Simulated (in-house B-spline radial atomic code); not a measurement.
## RPA and G0W0 on BHandHLYP: the thallium ion Tl³⁺

Configuration [Xe] 4f14 5d10, mean-field start BHandHLYP. Computed with a B-spline radial code for spherical atoms: all electrons, scalar-relativistic (spin-free one-electron X2C), finite nucleus, each spin shell either full or empty, empty states to l = 9 with an (l + 1/2)⁻⁴ tail; G0W0 by contour deformation at full frequency.

Without the two-electron picture change, the correlation of inner shells comes somewhat too large for so heavy an element.

Command:
```bash
python run_gw.py task.json out
```
Settings (radii: box in bohr, nucleus in fm):
```
Z                        81
electrons                78
configuration            [Xe] 4f14 5d10
hamiltonian              x2c
method                   bhandhlyp
lmax                     9
rms_radius               5.4759
spin_polarised           False
box_radius               14.14
intervals                68
```

Cost of the run: 9.1 s on 1 thread of Arm Neoverse N1, on a shared host.

Energies (hartree):

```tsv
term	value
mean-field total	-20247.48779
Hartree-Fock functional on these orbitals	-20241.87302
direct second order	-7.7032
second-order exchange	1.9147
SOSEX correction	1.8154
```

(1) What is the RPA correlation energy, and what remains with SOSEX?

Quasi-particle levels (eV):

```csv
level,occupied,mean field,Σx - vxc,Σc,QP weight,G0W0
5d,yes,-48.37,-3.46,?,?,?
6s,no,-31.98,3.99,-2.13,0.972,-30.12
```

G0W0 = mean field + (Σx - vxc) + Σc, with Σc (partial-wave tail included) taken at the quasi-particle energy. Only the outer levels were computed. Levels of low weight are left out.

(2) Where does G0W0 put 5d?

## Answers

(1) RPA gives -6.8455 hartree (-2.39 eV per electron); RPA + SOSEX gives -5.0302, and the second-order doubles -5.7885 hartree (no singles). SOSEX takes back 27 % of the RPA value.

(2) At -52.12 eV, with Σc = -0.30 eV and a quasi-particle weight of 0.951. The tabulated removal energy is 51.14 ± 0.04 eV (NIST, measured); the calculation leaves out spin-orbit coupling, Breit and QED terms, and what these don't explain is the method's own error.
